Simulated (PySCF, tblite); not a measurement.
Isomers of C8H9O (doublet state). All values are computed: GFN2-xTB (tblite) harmonic vibrations without scaling, gas phase. Against measured fundamentals such values can be off by several per cent, at times by over 20. One conformer each. Open shells enter through the occupations alone, without spin polarisation, and single modes of such species can be off by tens of per cent.

Electronic energies: B3LYP/pcH-1 single points on the GFN2-xTB geometries (PySCF, gas phase).

| SMILES | electronic energy, lowest = 0 (kcal/mol) |
| --- | --- |
| C/C=C1\C=C(C=O)[C]1C | 5.2 |
| CC(=O)C1=CC[C]=CC1 | 0.0 |
| C#C[C@H]([CH]C(C)=O)C=C | 20.8 |

How do GFN2-xTB zero-point energies change the relative energies?

```csv
SMILES,ZPE (kcal/mol),of it from modes above 1550 cm⁻¹,electronic (kcal/mol),"with ZPE, lowest = 0 (kcal/mol)",lowest mode (cm⁻¹),rings
CC(=O)C1=CC[C]=CC1,89.4,46.0,0.0,0.0,32,1
C/C=C1\C=C(C=O)[C]1C,87.3,43.5,5.2,3.1,63,1
C#C[C@H]([CH]C(C)=O)C=C,86.5,47.7,20.8,17.9,56,0
```

The zero-point energies span 2.9 kcal/mol, from `C#C[C@H]([CH]C(C)=O)C=C` to `CC(=O)C1=CC[C]=CC1`. The order is unchanged.

And how do the electronic energies of GFN2-xTB itself compare?

`CC(=O)C1=CC[C]=CC1` 0.0; `C/C=C1\C=C(C=O)[C]1C` 4.6; `C#C[C@H]([CH]C(C)=O)C=C` 23.1 kcal/mol, lowest = 0. Against the energies above, taken from the same isomer `CC(=O)C1=CC[C]=CC1`, the largest difference is 2.3 kcal/mol.

What do entropy and thermal enthalpy add at 298.15 K and 1 bar (rigid rotor, harmonic oscillator, one conformer each)?

| SMILES | point group | symmetry number | S (cal/(mol K)) | H − H(0) (kcal/mol) | ZPE + H − H(0) − TS (kcal/mol) |
| --- | --- | --- | --- | --- | --- |
| CC(=O)C1=CC[C]=CC1 | C1 | 1 | 96.1 | 6.28 | 67.0 |
| C/C=C1\C=C(C=O)[C]1C | Cs | 1 | 101.3 | 7.14 | 64.3 |
| C#C[C@H]([CH]C(C)=O)C=C | C1 | 1 | 105.0 | 7.50 | 62.7 |

S holds R ln(2S + 1) for the spin.
